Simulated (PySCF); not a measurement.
Two species compared at the same levels of theory.

First species: C5H2Cl2OS.
Atom-mapped SMILES: `[O:1]=[C:2]([Cl:3])[c:4]1[cH:5][c:6]([Cl:7])[cH:8][s:9]1` (hydrogens: H10 on C5; H11 on C8)

Second species: C4H7F3Si.
InChI=1S/C4H7F3Si/c5-3-1-2(8-3)4(6)7/h2-4H,1,8H2/t2-,3+/m0/s1

Levels: CAM-B3LYP/def2-SVPD for dipole moment, HOMO energy, LUMO energy, HOMO–LUMO gap, static isotropic polarisability and electronic spatial extent ⟨r²⟩ about the centre of nuclear charge; TDDFT CAM-B3LYP/def2-SVPD for lowest singlet excitation; TDA CAM-B3LYP/def2-SVPD for lowest triplet excitation (Tamm–Dancoff); GFN2-xTB for rotational constant A and rotational constant C. Geometries: GFN2-xTB. All species are isolated and taken at one optimised geometry, non-relativistic unless stated; the electronic structure was computed with PySCF and density fitting.

The conformers computed, where there is a choice (atom-mapped SMILES and torsion angles):
- `[O:1]=[C:2]([Cl:3])[c:4]1[cH:5][c:6]([Cl:7])[cH:8][s:9]1`: O1–C2–C4–C5 180°
- `[F:1][CH:2]([F:3])[C@@H:4]1[CH2:5][C@H:6]([F:7])[SiH2:8]1`: F1–C2–C4–C5 -79°

```
                                                         property    column X    column Y
                                                    dipole moment      2.89 D      3.02 D
                                                      HOMO energy    -8.90 eV    -9.62 eV
                                                      LUMO energy    -1.69 eV     0.62 eV
                                                    HOMO–LUMO gap     7.21 eV    10.24 eV
                                        lowest singlet excitation     4.47 eV     6.91 eV
                         lowest triplet excitation (Tamm–Dancoff)     3.11 eV     6.22 eV
                                  static isotropic polarisability    108.1 au     72.8 au
electronic spatial extent ⟨r²⟩ about the centre of nuclear charge  2134 bohr²  1169 bohr²
                                            rotational constant A   1.775 GHz   2.546 GHz
                                            rotational constant C   0.456 GHz   1.016 GHz
```

Q: Which column belongs to which species?

A: Column X is the first species and column Y the second. The first has 11 atoms and 90 electrons, the second 15 and 72.

Q: How does each property change from the first species to the second?

A: dipole moment +0.13 D; HOMO energy -0.72 eV; LUMO energy +2.31 eV; HOMO–LUMO gap +3.03 eV; lowest singlet excitation +2.44 eV; lowest triplet excitation (Tamm–Dancoff) +3.11 eV; static isotropic polarisability -35.3 au; electronic spatial extent ⟨r²⟩ about the centre of nuclear charge -965 bohr²; rotational constant A +0.771 GHz; rotational constant C +0.560 GHz.

On the first: The principal polarisabilities are 63.9, 117.6 and 142.8 au; their mean is the isotropic value. In wavenumbers S1 is 36100 cm⁻¹ (1 eV = 8065.54 cm⁻¹).

On the second: A dipole of 3.02 D is allowed in C1, and pure rotational transitions are dipole-allowed. The polarisability is 10.79 Å³ as a volume (1 au = 0.148185 Å³), or 1.01 au for each of the 72 electrons.
